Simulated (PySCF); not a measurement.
Geometries of 3 isomers of C3H9NSi, from PySCF, PBE0-D3(BJ)/def2-SVP geometry optimisation, gas phase. One conformer each, no zero-point energy, no frequencies.

Question: Which isomer lies lowest at this level?
A.
```xyz
14
angstrom
C     -2.108   -0.253    0.066
C     -0.929    0.529   -0.502
C     -0.007    1.027    0.576
N      1.238    0.853    0.701
Si     2.425    0.003   -0.251
H     -2.805   -0.552   -0.730
H     -2.673    0.348    0.796
H     -1.769   -1.166    0.579
H     -1.306    1.416   -1.043
H     -0.367   -0.076   -1.231
H     -0.526    1.624    1.358
H      3.087   -0.985    0.649
H      1.928   -0.736   -1.464
H      3.429    1.009   -0.705
```
B.
```xyz
14
angstrom
Si     1.944    0.888   -0.193
N      0.841   -0.380    0.247
C     -0.362   -0.644   -0.474
C     -1.618   -0.928    0.296
C     -1.460    0.380   -0.422
H      1.281    2.221   -0.062
H      2.473    0.799   -1.597
H      3.098    0.795    0.750
H      1.234   -1.200    0.698
H     -0.260   -1.178   -1.431
H     -1.534   -0.914    1.385
H     -2.317   -1.667   -0.105
H     -2.045    0.558   -1.328
H     -1.276    1.268    0.188
```
C.
```xyz
14
angstrom
C     -0.300   -1.136    0.370
C      1.147   -0.648    0.283
N      1.098    0.803    0.330
Si    -0.391    1.468   -0.267
C     -1.182   -0.234   -0.507
H     -0.375   -2.198    0.087
H     -0.631   -1.057    1.419
H      1.739   -1.056    1.121
H      1.615   -1.029   -0.650
H      1.982    1.286    0.412
H     -0.274    2.250   -1.543
H     -1.089    2.363    0.713
H     -2.247   -0.300   -0.242
H     -1.092   -0.512   -1.571
```

Answer: C. That is `C1CN[SiH2]C1`, 24.3 kcal/mol below the next.

```
       SMILES                atoms numbered as above      E (Eh)  relative (kcal/mol)  relative (kJ/mol)  dipole (D)
 C1CN[SiH2]C1  [CH2:1]1[CH2:2][NH:3][SiH2:4][CH2:5]1  -463.46034                  0.0                0.0        0.97
CC/C=N\[SiH3]   [CH3:1][CH2:2]/[CH:3]=[N:4]\[SiH3:5]  -463.42168                 24.3              101.5        2.22
 [SiH3]NC1CC1   [SiH3:1][NH:2][CH:3]1[CH2:4][CH2:5]1  -463.41612                 27.8              116.1        1.09
```

As drawn, the lowest has an Si–C bond, which the highest lacks; the highest has a three-membered ring, which the lowest lacks.
